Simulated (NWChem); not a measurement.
System: C3H2N2O; SMILES O=C1N=CC=N1

The following NWChem deck was run.

```
start job
memory heap 200 mb stack 900 mb global 1100 mb
geometry units angstroms noautosym nocenter noautoz
  O      0.000000     0.000000    -1.950655
  C      0.000000     0.000000    -0.763601
  N      0.000000     1.197880     0.057297
  C      0.000000     0.754670     1.249493
  C      0.000000    -0.754670     1.249493
  N      0.000000    -1.197880     0.057297
  H      0.000000     1.400871     2.134070
  H      0.000000    -1.400871     2.134070
end
basis spherical
  * library 6-31g*
end
dft
  xc b3lyp
  iterations 150
end
property
  shielding 5 1 2 3 4 7
end
task dft property
```

Output (shortened):

```
             Northwest Computational Chemistry Package (NWChem) 7.3.0
             --------------------------------------------------------

                             Geometry "geometry" -> ""
                             -------------------------

 Output coordinates in angstroms (scale by  1.889725989 to convert to a.u.)

  No.       Tag          Charge          X              Y              Z
 ---- ---------------- ---------- -------------- -------------- --------------
    1 O                    8.0000     0.00000000     0.00000000    -1.95065500
    2 C                    6.0000     0.00000000     0.00000000    -0.76360100
    3 N                    7.0000     0.00000000     1.19788000     0.05729700
    4 C                    6.0000     0.00000000     0.75467000     1.24949300
    5 C                    6.0000     0.00000000    -0.75467000     1.24949300
    6 N                    7.0000     0.00000000    -1.19788000     0.05729700
    7 H                    1.0000     0.00000000     1.40087100     2.13407000
    8 H                    1.0000     0.00000000    -1.40087100     2.13407000

 Effective nuclear repulsion energy (a.u.)     206.7742984780

                              NWChem Property Module
                              ----------------------

  itol2e modified to match energy
  convergence criterion.

                                 NWChem DFT Module
                                 -----------------

 Summary of "ao basis" -> "ao basis" (spherical)
 ------------------------------------------------------------------------------
       Tag                 Description            Shells   Functions and Types
 ---------------- ------------------------------  ------  ---------------------
 O                           6-31g*                  6       14   3s2p1d
 C                           6-31g*                  6       14   3s2p1d
 N                           6-31g*                  6       14   3s2p1d
 H                           6-31g*                  2        2   2s

  itol2e modified to match energy
  convergence criterion.

[...]

          -----------------------------------------
          Chemical Shielding Tensors (GIAO, in ppm)
          -----------------------------------------

                                NWChem CPHF Module
                                ------------------

  scftype          =     RHF
  nclosed          =       21
  nopen            =        0
  variables        =     1407
  # of vectors     =        3
  tolerance        = 0.10D-03
  level shift      = 0.00D+00
  max iterations   =       50
  max subspace     =       30

 SCF residual:    7.5895526386210842E-005

Iterative solution of linear equations
  No. of variables     1407
  No. of equations        3
  Maximum subspace       30
        Iterations       50
       Convergence  1.0D-04

   iter   nsub   residual    time
   ----  ------  --------  ---------
     1      3    8.63D-01      67.8
     2      6    1.08D-01      73.6
     3      9    6.66D-03      79.1
     4     12    2.01D-03      84.7
     5     15    9.37D-05      90.3

      Atom:    1  O
        Diamagnetic
    397.1996      0.0000     -0.0000
      0.0000    390.2764      0.0000
     -0.0000      0.0000    418.1135

        Paramagnetic
    -85.6117      0.0000     -0.0000
      0.0000   -693.2486     -0.0000
     -0.0000     -0.0000  -1206.2033

        Total Shielding Tensor
    311.5879      0.0000     -0.0000
      0.0000   -302.9722     -0.0000
     -0.0000     -0.0000   -788.0897

           isotropic =    -259.8247
          anisotropy =    -792.3976

          Principal Components and Axis System
                 1           2           3
             -788.0897    311.5879   -302.9722

      1         0.0000      1.0000     -0.0000
      2         0.0000      0.0000      1.0000
      3         1.0000     -0.0000     -0.0000

      Atom:    2  C
        Diamagnetic
    232.0940     -0.0000     -0.0000
     -0.0000    258.2467      0.0000
     -0.0000      0.0000    263.8135

        Paramagnetic
   -203.7998     -0.0000     -0.0000
     -0.0000   -328.0641     -0.0000
     -0.0000     -0.0000   -164.0587

        Total Shielding Tensor
     28.2943     -0.0000     -0.0000
     -0.0000    -69.8174     -0.0000
     -0.0000     -0.0000     99.7547

           isotropic =      19.4105
          anisotropy =     120.5163

          Principal Components and Axis System
                 1           2           3
               99.7547    -69.8174     28.2943

      1        -0.0000      0.0000      1.0000
      2        -0.0000      1.0000     -0.0000
      3         1.0000      0.0000      0.0000

      Atom:    3  N
        Diamagnetic
    309.8832     -0.0000     -0.0000
     -0.0000    321.5276      5.6906
     -0.0000      5.6906    340.3555

        Paramagnetic
    -66.1378     -0.0000     -0.0000
     -0.0000   -495.3322   -148.5721
     -0.0000   -148.5721   -645.3466

        Total Shielding Tensor
    243.7453     -0.0000     -0.0000
     -0.0000   -173.8045   -142.8815
     -0.0000   -142.8815   -304.9912

           isotropic =     -78.3501
          anisotropy =    -477.3991

          Principal Components and Axis System
                 1           2           3
             -396.6162    243.7453    -82.1795

      1         0.0000      1.0000     -0.0000
      2         0.5398     -0.0000      0.8418
      3         0.8418     -0.0000     -0.5398

      Atom:    4  C
        Diamagnetic
    240.4835     -0.0000      0.0000
     -0.0000    264.5264     -0.1403
      0.0000     -0.1403    262.6290

[...]
```

Level: B3LYP/6-31G* (spherical d), GIAO. The geometry was optimised at PBE0/def2-SVP. The output numbers the shielded atoms by their place in the input's list. The printed shielding anisotropy is the first printed principal value minus the mean of the other two.
